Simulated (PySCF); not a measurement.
A TDDFT job was run through a driver script with this input:

```
{"job": {"kind": "uv", "xc": "wB97X-D", "basis": "def2-SVPD", "nstates": 8, "ntriplets": 3}, "charge": 0, "multiplicity": 1}
O      1.708526    -0.835880    -1.328764
C      1.450778    -0.122748    -0.401202
O      2.285783     0.113238     0.605340
Ge    -0.260274     0.849823    -0.107036
C     -1.707497    -0.504816     0.109393
F     -1.411734    -1.269959     1.216857
H      3.120579    -0.380741     0.508105
H     -0.595618     1.709698    -1.293501
H     -0.132244     1.691751     1.127149
H     -2.690889    -0.061404     0.281658
H     -1.761987    -1.186292    -0.743964
```

Level of theory: PySCF 2.14.0, density-fitted response routines, TDDFT wB97X-D/def2-SVPD, vertical, gas phase, core orbitals frozen in the response. Job line and output are in the format of a driver script around the code.

Task: Give the output.

Result: 
```
coarse grid: 45800 points
cycle   1  E = -2405.7799038654  dE =  1.864e-01  |g| = 1.034e+00  |ddm| = 4.004e+00
cycle   2  E = -2405.6433421023  dE =  1.366e-01  |g| = 1.408e+00  |ddm| = 1.953e+00
cycle   3  E = -2405.9777303493  dE = -3.344e-01  |g| = 1.686e-01  |ddm| = 1.173e+00
cycle   4  E = -2405.9820763878  dE = -4.346e-03  |g| = 7.091e-02  |ddm| = 1.938e-01
cycle   5  E = -2405.9829874958  dE = -9.111e-04  |g| = 1.087e-02  |ddm| = 7.529e-02
cycle   6  E = -2405.9830152892  dE = -2.779e-05  |g| = 4.768e-03  |ddm| = 2.234e-02
cycle   7  E = -2405.9830193206  dE = -4.031e-06  |g| = 1.117e-03  |ddm| = 7.365e-03
final grid: 96336 points
cycle   8  E = -2405.9825986372  dE = -1.269e-06  |g| = 1.044e-03  |ddm| = 7.550e-03
cycle   9  E = -2405.9825986713  dE = -3.416e-08  |g| = 1.138e-03  |ddm| = 2.272e-03
cycle  10  E = -2405.9825988316  dE = -1.603e-07  |g| = 1.558e-04  |ddm| = 9.258e-04
cycle  11  E = -2405.9825988381  dE = -6.456e-09  |g| = 1.170e-04  |ddm| = 2.530e-04
cycle  12  E = -2405.9825988418  dE = -3.715e-09  |g| = 1.722e-05  |ddm| = 2.118e-04
cycle  13  E = -2405.9825988419  dE = -1.382e-10  |g| = 1.048e-05  |ddm| = 4.452e-05
converged SCF energy = -2405.9825988419

Static polarisability (au): isotropic 63.399, principal 56.338 61.782 72.077

Singlet excitations
state   eV       nm        f      main configurations
  1   5.2311    237.0   0.00329   H->L 0.89
  2   7.3777    168.1   0.09457   H-1->L 0.88
  3   7.5426    164.4   0.12374   H->L+1 0.73, H->L+2 0.09
  4   8.0273    154.5   0.02126   H-2->L 0.28, H->L+3 0.25, H->L+5 0.15
  5   8.1224    152.6   0.01106   H->L+3 0.18, H-5->L 0.12, H-4->L 0.11
  6   8.2163    150.9   0.06199   H-5->L 0.32, H->L+3 0.19, H->L+2 0.10
  7   8.3622    148.3   0.10359   H->L+4 0.21, H-2->L 0.18, H-1->L+2 0.15
  8   8.3711    148.1   0.00678   H->L+4 0.16, H-1->L+3 0.15, H-1->L+2 0.13

Triplet excitations (Tamm-Dancoff, eV): 4.6358 6.0160 6.8695
```

One conformer (not necessarily the lowest) at the GFN2-xTB geometry, without solvent, vibrations or thermal averaging. Relativistic effects, spin–orbit coupling among them, are left out although an element past zinc is present.

The SCF starts on a coarse grid; the energy jumps when the final grid takes over, and dE counts afresh there. H and L stand for HOMO and LUMO.

Shape of the structure used: `[O:1]=[C:2]([OH:3])[GeH2:4][CH2:5][F:6]`: O1–C2–Ge4–C5 63°, C2–Ge4–C5–F6 61°, H–O3–C2–O1 -1°.

The pairwise dispersion term of wB97X-D wasn't added to the energies; at a given geometry it leaves orbitals and properties as they are.
